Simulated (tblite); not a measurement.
C2H10SeSi3.
SMILES with atom numbers: `[SiH3:1][Se:2][CH:3]=[C:4]([SiH3:5])[SiH3:6]` (hydrogens: H7, H8, H9 on Si1; H10 on C3; H11, H12, H13 on Si5; H14, H15, H16 on Si6)

Computed with GFN2-xTB (tblite), gas phase: L-BFGS steps from a force-field or distance-geometry start until the largest atomic force falls under 0.01 eV/Å.

Step 37: E = -482.4092 eV
```
atom  x, y, z in Å  |  force x, y, z in eV/Å
Si1     2.9714   -0.0212   -0.1679    0.018  -0.009  -0.007
Se2     1.5604    1.3545    0.9563    0.006   0.028  -0.013
C3      0.1025    0.0864    0.9671   -0.009   0.006   0.010
C4     -0.8956    0.0636    0.0951    0.007  -0.009  -0.011
Si5    -0.9907    1.3602   -1.2832   -0.006   0.009  -0.011
Si6    -2.1744   -1.3230    0.2846   -0.007  -0.020   0.005
H7      4.1785    0.7693   -0.3579    0.011   0.004   0.013
H8      3.2167   -1.2173    0.6361    0.006   0.000   0.005
H9      2.3555   -0.4034   -1.4369   -0.005  -0.001   0.005
H10     0.2010   -0.6168    1.7869    0.000  -0.026  -0.006
H11    -2.1724    1.0642   -2.0949   -0.017  -0.013   0.011
H12    -1.1018    2.6911   -0.6890    0.006   0.006  -0.003
H13     0.2057    1.2584   -2.1252   -0.004   0.008   0.000
H14    -1.4767   -2.6090    0.1958    0.004  -0.018  -0.005
H15    -3.1684   -1.2285   -0.7818    0.005   0.024  -0.003
H16    -2.8193   -1.2196    1.5941   -0.015   0.011   0.010
```

Step 38: E = -482.4093 eV
```
atom  x, y, z in Å  |  force x, y, z in eV/Å
Si1     2.9741   -0.0216   -0.1669    0.009  -0.001   0.000
Se2     1.5606    1.3546    0.9548    0.009   0.022  -0.017
C3      0.1031    0.0861    0.9656   -0.023  -0.005   0.002
C4     -0.8961    0.0636    0.0943    0.003  -0.014  -0.008
Si5    -0.9923    1.3613   -1.2838   -0.005  -0.007   0.008
Si6    -2.1763   -1.3235    0.2848    0.012   0.003   0.003
H7      4.1803    0.7699   -0.3561    0.017   0.007   0.013
H8      3.2188   -1.2167    0.6381    0.007  -0.005   0.009
H9      2.3604   -0.4046   -1.4364   -0.009  -0.003  -0.001
H10     0.2027   -0.6188    1.7844   -0.001  -0.017  -0.013
H11    -2.1746    1.0665   -2.0946   -0.023  -0.015   0.008
H12    -1.1025    2.6914   -0.6885    0.006   0.012  -0.002
H13     0.2031    1.2581   -2.1263    0.003   0.009  -0.005
H14    -1.4781   -2.6089    0.1961    0.005  -0.022  -0.004
H15    -3.1710   -1.2299   -0.7812    0.007   0.026  -0.002
H16    -2.8198   -1.2186    1.5948   -0.016   0.010   0.010
```

Step 39: E = -482.4095 eV
```
atom  x, y, z in Å  |  force x, y, z in eV/Å
Si1     2.9771   -0.0219   -0.1659   -0.001   0.009   0.008
Se2     1.5609    1.3553    0.9531    0.006   0.007  -0.021
C3      0.1034    0.0857    0.9642   -0.029  -0.013  -0.007
C4     -0.8965    0.0633    0.0935   -0.002  -0.018  -0.002
Si5    -0.9942    1.3623   -1.2845   -0.004  -0.020   0.024
Si6    -2.1781   -1.3241    0.2851    0.027   0.022   0.002
H7      4.1825    0.7705   -0.3541    0.021   0.009   0.012
H8      3.2212   -1.2160    0.6403    0.008  -0.008   0.011
H9      2.3652   -0.4058   -1.4356   -0.011  -0.005  -0.006
H10     0.2047   -0.6213    1.7814   -0.002  -0.004  -0.019
H11    -2.1773    1.0685   -2.0940   -0.026  -0.016   0.006
H12    -1.1031    2.6918   -0.6881    0.006   0.016  -0.001
H13     0.2003    1.2579   -2.1275    0.008   0.009  -0.009
H14    -1.4795   -2.6094    0.1962    0.003  -0.022  -0.003
H15    -3.1734   -1.2306   -0.7807    0.010   0.026   0.001
H16    -2.8208   -1.2172    1.5956   -0.014   0.008   0.004
```

Step 40: E = -482.4097 eV
```
atom  x, y, z in Å  |  force x, y, z in eV/Å
Si1     2.9813   -0.0222   -0.1643   -0.010   0.018   0.014
Se2     1.5617    1.3566    0.9506   -0.004  -0.015  -0.025
C3      0.1038    0.0851    0.9624   -0.024  -0.020  -0.018
C4     -0.8969    0.0625    0.0922   -0.007  -0.017   0.003
Si5    -0.9970    1.3632   -1.2849   -0.004  -0.029   0.035
Si6    -2.1803   -1.3247    0.2854    0.038   0.034   0.002
H7      4.1862    0.7713   -0.3512    0.022   0.008   0.012
H8      3.2245   -1.2153    0.6437    0.008  -0.008   0.011
H9      2.3714   -0.4074   -1.4345   -0.012  -0.005  -0.007
H10     0.2079   -0.6250    1.7770   -0.002   0.010  -0.024
H11    -2.1817    1.0705   -2.0926   -0.024  -0.016   0.008
H12    -1.1040    2.6925   -0.6877    0.006   0.015  -0.002
H13     0.1962    1.2578   -2.1296    0.008   0.010  -0.009
H14    -1.4818   -2.6105    0.1961   -0.003  -0.015   0.000
H15    -3.1764   -1.2306   -0.7803    0.017   0.024   0.009
H16    -2.8225   -1.2149    1.5967   -0.007   0.005  -0.008
```

**Question.** Estimate the geometry and energy of step 41. (The exact step hangs on the optimiser's Hessian estimate; all steps are aligned on step 40, rigid shifts and turns removed.)

**Answer.** E = -482.4101 eV, largest force 0.051 eV/Å
```
atom  x, y, z in Å  |  force x, y, z in eV/Å
Si1     2.9867   -0.0222   -0.1617   -0.014   0.020   0.014
Se2     1.5627    1.3581    0.9471   -0.020  -0.039  -0.026
C3      0.1044    0.0840    0.9597   -0.006  -0.022  -0.028
C4     -0.8973    0.0612    0.0908   -0.012  -0.010   0.006
Si5    -1.0008    1.3637   -1.2849   -0.005  -0.027   0.031
Si6    -2.1826   -1.3249    0.2857    0.037   0.032   0.003
H7      4.1915    0.7723   -0.3473    0.017   0.005   0.014
H8      3.2289   -1.2143    0.6484    0.007  -0.002   0.009
H9      2.3794   -0.4092   -1.4328   -0.009  -0.004  -0.004
H10     0.2126   -0.6298    1.7709   -0.004   0.022  -0.023
H11    -2.1881    1.0726   -2.0905   -0.017  -0.014   0.014
H12    -1.1054    2.6935   -0.6874    0.006   0.007  -0.004
H13     0.1907    1.2576   -2.1326    0.002   0.010  -0.005
H14    -1.4853   -2.6122    0.1957   -0.012  -0.001   0.004
H15    -3.1799   -1.2299   -0.7798    0.027   0.023   0.018
H16    -2.8250   -1.2117    1.5977    0.002   0.000  -0.023
```

The energy changes by -0.0003 eV. The first-order estimate −F·Δx gives -0.0004 eV and the mean of the old and new forces, exact on a quadratic surface, -0.0003 eV. The step makes an angle of 80° with the force vector and moves no atom by more than 0.009 Å.

The cost below is that of the whole relaxation. On one thread of an Arm Neoverse V2, no GPU, shared host with 96 logical CPUs at a one-minute load of 74, this took 1.4 s of wall time.
